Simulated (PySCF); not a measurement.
## From computed data to an observable: oscillator strength and radiative lifetime

Sn(H)(F)2(OMe) (CH₄F₂OSn), SMILES C[O][SnH]([F])[F].

Coordinates come from a B3LYP-D3(BJ)/def2-SVP optimisation. The def2 effective core potentials stand for the cores of Sn; spin–orbit coupling is left out. Other conformers were not sampled.

TDDFT-B3LYP/def2-SVPD (PySCF) puts the first singlet state with f over 0.02 at 5.72 eV (vertical), with the transition dipole (-0.685, 0.077, 0.000) in atomic units.

Problem. Find the oscillator strength, the wavelength and the radiative lifetime that this transition would have in vacuum if emission retraced absorption.

Solution. 
|μ|² = 0.4752 au, so |μ| = 1.75 D. ΔE = 5.72/27.211 = 0.2102 hartree. f = (2/3) ΔE |μ|² = 0.067 (the program prints 0.067).
λ = 1239.84/5.72 = 217 nm; ν = 46135 cm⁻¹.
Einstein's coefficient A = 0.6670 ν² f s⁻¹ (ν in cm⁻¹) = 9.5e7 s⁻¹, so τ = 1/A = 11 ns. This state is S2; the lower singlet has f = 0.005. The figure is the radiative limit of this one transition; relaxation, internal conversion, crossing to triplets and a medium change what is measured.
